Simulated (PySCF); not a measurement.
Simulated Si 2p region for `N[SiH2]C(N)=O`, binding energy against the vacuum level.

Every computed line was given a Gaussian of 0.8 eV full width at half maximum and an area set by the number of equivalent atoms (split 2:1 within a doublet); the highest printed point is 100. Method used: delta-SCF UKS SCAN, pcX-2 on the ionised atom, pcseg-1 elsewhere, spin-free X2C (PySCF).

binding energy (eV), intensity and a bar:
```
    106.0          0 
    106.1          1 
    106.2          2 #
    106.3          5 ##
    106.4         10 ###
    106.5         18 #####
    106.6         29 #########
    106.7         44 #############
    106.8         60 ##################
    106.9         77 #######################
    107.0         90 ###########################
    107.1         98 #############################
    107.2        100 ##############################
    107.3         97 #############################
    107.4         90 ###########################
    107.5         82 #########################
    107.6         73 ######################
    107.7         65 ###################
    107.8         56 #################
    107.9         46 ##############
    108.0         36 ###########
    108.1         26 ########
    108.2         18 #####
    108.3         11 ###
    108.4          7 ##
    108.5          4 #
    108.6          2 
    108.7          1 
    108.8          0 
    108.9          0
```

Problem. How many maxima does the curve show, and how many computed lines lie under it?

Solution. The curve has 1 maximum (at 107.2 eV). Under it lie 2 lines from 1 inequivalent silicon site, drawn as a 2p3/2, 2p1/2 pair. At this width some lines have no maximum of their own.

Problem. Decompose the envelope and assign each component. Numbering: `[NH2:1][SiH2:2][C:3]([NH2:4])=[O:5]`.

Solution. 
```
position (eV)  relative area      line  atoms   environment
       107.11           0.67  Si 2p3/2    Si2  SiH2 silicon
       107.73           0.33  Si 2p1/2    Si2  SiH2 silicon
```

Problem. What are the centre and the root-mean-square width of the whole band?

Solution. The area-weighted mean of the lines is 107.32 eV. Their own spread about it is 0.29 eV (rms) and each Gaussian has σ = 0.8/2.355 = 0.34 eV; the variances add, which gives 0.45 eV.

The curve has no shake-up lines and no vibrational structure. For 2p shells one spin-free hole was relaxed; a mean-field spin–orbit operator and the ground-state splitting of the three 2p orbitals were then diagonalised within the shell. The shell's mean is (2 × 2p3/2 + 2p1/2)/3, and the degeneracies 2j + 1 give areas of 2:1. 2p1/2 minus 2p3/2 (ligand field included): Si 0.62 eV. The structure is a single PBE0-D3(BJ)/def2-SVP conformer in the gas phase; no vibrational or solvent corrections.

Shape of the structure used: `[NH2:1][SiH2:2][C:3]([NH2:4])=[O:5]`: N1–Si2–C3–N4 -9°, H–N1–Si2–C3 137°, H–N1–Si2–C3 -87°, H–N4–C3–Si2 -1°, H–N4–C3–Si2 -178°.
